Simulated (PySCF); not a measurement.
**Question.** Write Cartesian coordinates for `C[O][AlH2-][NH3+]` as optimised with PBE0-D3(BJ)/def2-SVP.

**Answer.** 
```xyz
12
CH8AlNO angstrom
C      1.8260   -1.1181    0.4199
O      0.5713   -0.5828    0.2076
Al    -0.1286    1.0072    0.2892
N     -1.9178    0.3430   -0.4464
H      2.6165   -0.6232   -0.1816
H      1.8460   -2.1898    0.1448
H      2.1463   -1.0582    1.4804
H      0.3210    2.0633   -0.8338
H     -0.5643    1.5510    1.7355
H     -1.7590   -0.0940   -1.3556
H     -2.6391    1.0562   -0.5570
H     -2.2800   -0.3822    0.1748
```

Any rigid rotation of these coordinates is as good. Atoms count from 1 in this order. N4 (nitrogen bonded to Al and 3 H) is distorted tetrahedral (angles from 107.0° to 115.5°). Al3 (aluminium bonded to N, O and 2 H) has angles from 92.2° to 118.9°.

Bonds between heavy atoms (Å): C1–O2 1.380, O2–Al3 1.739, Al3–N4 2.045.

Computed with PySCF 2.14.0, PBE0-D3(BJ)/def2-SVP geometry optimisation, gas phase.

Point group: near Cs, missed by 0.12 Å at most; the miss may be what the optimiser left on a soft mode. Stationary, but not proved a minimum. One conformer, not necessarily the lowest (C1–O2–Al3–N4 174°).
